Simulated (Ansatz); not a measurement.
Isomers of CH₆BFSn, relaxed with PBE0-D4/def2-TZVP in Ansatz; electronic energies, one conformer each and not always the lowest. Functionals use def2-TZVPP; CBS adds triple-zeta CCSD(T) − MP2 to the MP2 limit of def2-TZVPP and def2-QZVPP.

Elements past krypton have def2 core potentials. Outer-core shells of Sn are correlated without core-valence functions. Spin–orbit coupling is left out.

(1) Order them by energy at frozen-core CCSD(T)/CBS, lowest first. (Estimate.)
A. `[BH2][SnH2][CH2]F`
B. `B[CH2][SnH2][F]`
C. `C[B](F)[SnH3]`
D. `FC[BH][SnH3]`

(2) How do PBE0-D4, MP2/CBS(def2), B3LYP-D4, HF/CBS(def2) place them (kcal/mol, against `C[B](F)[SnH3]`)? (Estimate.)

Answers

(1) C (0.0 kcal/mol), B (15.1 kcal/mol), D (57.7 kcal/mol), A (68.6 kcal/mol).

(2) Ansatz gave: 
| isomer | PBE0-D4 | MP2/CBS(def2) | B3LYP-D4 | HF/CBS(def2) |
| --- | --- | --- | --- | --- |
| `[BH2][SnH2][CH2]F` | 70.3 | 70.2 | 69.0 | 67.5 |
| `B[CH2][SnH2][F]` | 19.1 | 13.2 | 17.4 | 16.4 |
| `FC[BH][SnH3]` | 56.9 | 59.7 | 56.7 | 55.9 |

B3LYP here is the variant with VWN-RPA as its local correlation; programs differ in this.
